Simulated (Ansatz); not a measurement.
Cartesian coordinates (Å):
SMILES: C#CC#N
```xyz
5

C     -1.2854    -0.0173    -0.2672
C     -0.0799    -0.0011    -0.1201
C      1.2765     0.0171     0.0455
N      2.4379     0.0327     0.1871
H     -2.3491    -0.0315    -0.3970
```
Charge 0, spin multiplicity 1.

The numbers are results of frozen-core CCSD(T)/cc-pVTZ // PBE-D3(BJ)/def2-TZVP in Ansatz (a first-principles code), not measurements. The restricted HF reference is unstable towards unrestricted orbitals.

* **HF energy**: -168.60099 Ha
* **MP2 correlation energy**: -0.64028 Ha

Question: Estimate the CCSD correlation energy, the (T) correction, the total energy and the T1 diagnostic.

Answer: 
| Item | Result |
|---|---|
| CCSD correlation energy | -0.63995 Ha |
| (T) correction | -0.03790 Ha |
| CCSD(T) total energy | -169.27883 Ha |
| T1 diagnostic | 0.015 |
